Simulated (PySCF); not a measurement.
Geometry (Å), atoms numbered from 1 in this order:
```xyz
19

C     2.639    2.469    1.102
C     1.822    1.670    0.694
C     0.861    0.758    0.164
C     0.464   -0.354    0.827
C    -0.582   -1.246    0.218
C    -1.917   -1.180    0.973
Si   -0.664   -0.584   -1.564
O     0.115   -1.539   -2.691
C     0.242    1.035   -1.192
H     3.362    3.171    1.475
H     0.878   -0.583    1.815
H    -0.230   -2.294    0.225
H    -2.653   -1.876    0.541
H    -1.792   -1.440    2.036
H    -2.351   -0.168    0.934
H    -2.048   -0.440   -2.093
H     1.063   -1.656   -2.578
H    -0.438    1.903   -1.141
H     1.008    1.293   -1.943
```

Geometry: PBE0-D3(BJ)/def2-SVP; GIAO shifts from PySCF 2.14.0 with density-fitted response routines, gas phase, non-relativistic, averaged over equivalent atoms.

At PBE0/pcSseg-1 (210 basis functions, 100 s wall time on 1 thread of an Intel Xeon, shared host):
| atoms | δ (ppm) |
| --- | --- |
| C4 | 157.7 |
| C3 | 130.6 |
| C1 | 87.3 |
| C2 | 86.4 |
| C5 | 30.0 |
| C9 | 24.2 |
| C6 | 16.6 |
| Si7 | 26.9 |
| O8 | 34.8 |
| H11 | 6.52 |
| H16 | 4.91 |
| H10 | 3.10 |
| H18 | 1.71 |
| H12 | 1.64 |
| H19 | 1.30 |
| H13/H14/H15 | 1.02 |
| H17 | 0.85 |

Shifts are taken against calculated references (same method and geometry level): $^{13}$C (184.41 ppm), $^{29}$Si (351.99 ppm), $^{1}$H (31.27 ppm) against TMS; H2O for $^{17}$O (334.56 ppm).

Question: Predict the values at HF/pcSseg-1 on the same geometry.

Answer: 
```tsv
atoms	δ at HF/pcSseg-1	change
C4	158.6	+0.9
C3	130.1	-0.5
C1	90.2	+2.9
C2	78.2	-8.2
C5	20.7	-9.3
C9	18.4	-5.8
C6	16.2	-0.4
Si7	16.6	-10.3
O8	16.7	-18.1
H11	6.52	+0.00
H16	4.45	-0.46
H10	3.62	+0.52
H18	1.42	-0.29
H12	1.14	-0.50
H19	1.04	-0.26
H13/H14/H15	1.01	-0.01
H17	1.23	+0.38
```

Referencing at the same level of theory: $^{13}$C (190.85 ppm), $^{29}$Si (393.43 ppm), $^{1}$H (31.69 ppm) against TMS; $^{17}$O (333.31 ppm) against H2O.

The largest change is at O8 (oxygen bonded to Si, H). Cost: 210 basis functions, 29 s wall time on 1 thread of an Intel Xeon, shared host. The order of the carbon signals is the same at both levels.

Experimental scales use liquid or dissolved standards, which lie at an offset from isolated H2O (liquid H2O: subtract about 36 ppm).
